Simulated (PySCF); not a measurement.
Fractional electron number in Zr (zirconium, neutral)

The 5s beta orbital of [Kr] 4d2 5s2 is emptied in steps (occupation f), with all orbitals relaxed, ending at [Kr] 4d2 5s1. All numbers are calculated (PySCF 2.14, the spin-free X2C one-electron Hamiltonian (Gaussian nucleus), in x2c-TZVPall). The exact energy is a straight line in f; departures are measured from the line between the end points of the same method.

| f | BHandHLYP (eV) | B3LYP (eV) |
| --- | --- | --- |
| 1 | 0.000 | 0.000 |
| 0.8 | -0.210 | -0.330 |
| 0.6 | -0.320 | -0.499 |
| 0.4 | -0.326 | -0.503 |
| 0.2 | -0.221 | -0.337 |
| 0 | 0.000 | 0.000 |

```json
{"method": "BHandHLYP", "E(f=0) − E(f=1) (eV)": "6.360", "−ε at f=1 (eV)": "5.069", "−ε at f=0.4 (eV)": "6.600"}
{"method": "B3LYP", "E(f=0) − E(f=1) (eV)": "6.603", "−ε at f=1 (eV)": "4.556", "−ε at f=0.4 (eV)": "7.005"}
```

Orbital energy along the path (eV):

```csv
f,BHandHLYP,B3LYP
1,-5.069,-4.556
0.8,-5.558,-5.352
0.6,-6.066,-6.168
0.4,-6.600,-7.005
0.2,-7.170,-7.864
0,-7.705,-8.639
```

Reference removal energy between the ground levels: 6.634 eV (measured; NIST Atomic Spectra Database, ionization energies). The calculation has no spin-orbit coupling.
